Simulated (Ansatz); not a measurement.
Reaction R1 + R2 → P1, each structure at its B3LYP-D3(BJ)/def2-TZVP stationary point, reached from a drawn start (curvature not checked).
P1: C6H10 (SMILES C1=CCCCC1), charge 0, multiplicity 1.
R1, C4H6 (SMILES C=CC=C) (charge 0, multiplicity 1):
```xyz
10

C      1.710     0.209    -0.656
C      0.693    -0.183     0.114
C     -0.693     0.183    -0.114
C     -1.710    -0.209     0.656
H      1.550     0.842    -1.521
H      2.728    -0.089    -0.447
H      0.889    -0.817     0.974
H     -0.889     0.817    -0.974
H     -2.728     0.089     0.447
H     -1.550    -0.842     1.521
```
R2, C2H4 (SMILES C=C) (charge 0, multiplicity 1):
```xyz
6

C     -0.6611    -0.0392    -0.0047
C      0.6611     0.0392     0.0047
H     -1.2848     0.8354     0.1353
H     -1.1749    -0.9815    -0.1527
H      1.2848    -0.8354    -0.1353
H      1.1749     0.9815     0.1527
```

P less R. No zero-point or thermal terms. One arrangement of each flexible species, with no search for the lowest.

Frozen-core correlation throughout.

Programs: Ansatz (a quantum-chemistry and plane-wave program). All values are computed, each at the level named.

Total energies in hartree:

```json
[
 {"structure": "P1", "PBE/def2-TZVPP": "-234.401019", "PBE0/def2-TZVPP": "-234.442405", "CCSD(T)/cc-pVTZ": "-234.205618"},
 {"structure": "R1", "PBE/def2-TZVPP": "-155.831054", "PBE0/def2-TZVPP": "-155.850507", "CCSD(T)/cc-pVTZ": "-155.695635"},
 {"structure": "R2", "PBE/def2-TZVPP": "-78.501587", "PBE0/def2-TZVPP": "-78.513552", "CCSD(T)/cc-pVTZ": "-78.438630"}
]
```

Work out the reaction energy at each level in kcal/mol (1 hartree = 627.50947 kcal/mol), and say how far PBE/def2-TZVPP lies from CCSD(T)/cc-pVTZ.


- PBE/def2-TZVPP: (-234.401019) − (-155.831054) − (-78.501587) = -0.068378 hartree = -42.91 kcal/mol
- PBE0/def2-TZVPP: (-234.442405) − (-155.850507) − (-78.513552) = -0.078346 hartree = -49.16 kcal/mol
- CCSD(T)/cc-pVTZ: (-234.205618) − (-155.695635) − (-78.438630) = -0.071353 hartree = -44.77 kcal/mol
PBE/def2-TZVPP less CCSD(T)/cc-pVTZ: 1.86 kcal/mol. CCSD(T)/cc-pVTZ is the level counted from, the highest shown, and no exact or measured value.
